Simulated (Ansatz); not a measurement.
C₆H₁₂HfO₃Si (`C[O][Hf]1234([OH])([OH])[C@@H]5[C@H]1[C@H]2[C@@]3([SiH3])[C@@H]54`). Charge 0, multiplicity 1. Hf takes the def2 core potential. All single points use the PBE0-D4/def2-TZVP geometry. It is one conformer, not always the lowest.

```xyz
23

C    -0.735    3.083   -0.891
O     0.170    2.130   -0.462
Hf    0.964    0.527    0.245
O     2.013   -0.150   -1.247
O     2.245    1.107    1.615
C     0.034   -0.895    2.151
C    -1.020   -0.055    1.730
C    -1.384   -0.438    0.422
C    -0.549   -1.506    0.009
Si   -0.598   -2.391   -1.619
C     0.330   -1.777    1.098
H    -1.768    2.781   -0.671
H    -0.552    4.043   -0.394
H    -0.651    3.239   -1.973
H     2.290   -0.907   -1.754
H     2.981    1.714    1.637
H     0.560   -0.828    3.091
H    -1.462    0.747    2.304
H    -2.150    0.030   -0.180
H     0.759   -2.898   -1.958
H    -1.063   -1.469   -2.687
H    -1.521   -3.557   -1.571
H     1.108   -2.529    1.105
```

Question: What is the dipole moment at B3LYP/def2-TZVPP? (Best estimate.)

Answer: Ansatz gave: 0.62 D, with components (-0.52, 0.30, 0.19) D in this frame, pointing from negative to positive charge.

Question: And with PBE, r2SCAN, ωB97M-V? (Estimate.)

Answer: The calculation gave: PBE 0.61 D, r2SCAN 0.61 D, ωB97M-V 0.63 D.

Question: Give the Mulliken charges with B3LYP, PBE, r2SCAN in def2-TZVPP. (Best estimate.)

Answer: Computed: 
```tsv
atom	B3LYP	PBE	r2SCAN
C1	-0.11	-0.13	0.01
O2	-0.40	-0.30	-0.40
Hf3	0.92	0.69	0.97
O4	-0.44	-0.38	-0.46
O5	-0.44	-0.38	-0.47
C6	-0.11	-0.09	-0.10
C7	-0.18	-0.15	-0.14
C8	-0.17	-0.16	-0.16
C9	-0.10	-0.06	-0.15
Si10	0.28	0.20	0.32
C11	-0.21	-0.17	-0.18
H12	0.08	0.08	0.03
H13	0.09	0.09	0.05
H14	0.10	0.10	0.06
H15	0.17	0.17	0.18
H16	0.17	0.17	0.18
H17	0.14	0.13	0.12
H18	0.15	0.14	0.12
H19	0.13	0.12	0.11
H20	-0.09	-0.07	-0.09
H21	-0.06	-0.05	-0.06
H22	-0.06	-0.05	-0.07
H23	0.14	0.13	0.12
```

B3LYP here is the variant with VWN-RPA as its local correlation; programs differ in this.
